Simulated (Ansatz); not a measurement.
The molecule TeCl, multiplicity 4 (an upper state: multiplicity 2 came lower at CCSD(T)/def2-TZVPP on PBE0 minima). No spin–orbit coupling.

Constants: fifth-degree fit in 1/R to seven points, most abundant isotopes. Runs in def2 and cc sets follow the lowest solution found near the PBE0 minimum.

Correlated levels freeze the inner cores; with def2 sets outer-core shells near the valence are correlated too.

The values were computed with Ansatz (a quantum-chemistry and plane-wave program) with Gaussian orbitals. Values without a source in brackets are computed. In def2 rows elements past Kr take small-core potentials, without spin–orbit coupling.

Energies at CCSD(T)/def2-TZVPP:

| R (Å) | E (hartree) |
|---|---|
| 2.440041 | -727.10963742 |
| 2.505633 | -727.11310727 |
| 2.565978 | -727.11484374 |
| 2.634194 | -727.11545953 |
| 2.702411 | -727.11493820 |
| 2.781122 | -727.11325568 |
| 2.872951 | -727.11023049 |

Problem. With a reduced mass of 27.5522 u, find the minimum, the force constant and the constants.

Solution. A fifth-degree polynomial in 1/R puts the minimum at r_e = 2.6342 Å with force constant 106 N/m. Then ω_e = (1/2πc)√(k/μ) = 256 cm⁻¹ and B_e = h/(8π²cμr_e²) = 0.08817 cm⁻¹; the cubic and quartic terms give α_e = 0.00039 and ω_e x_e = 0.88 cm⁻¹.
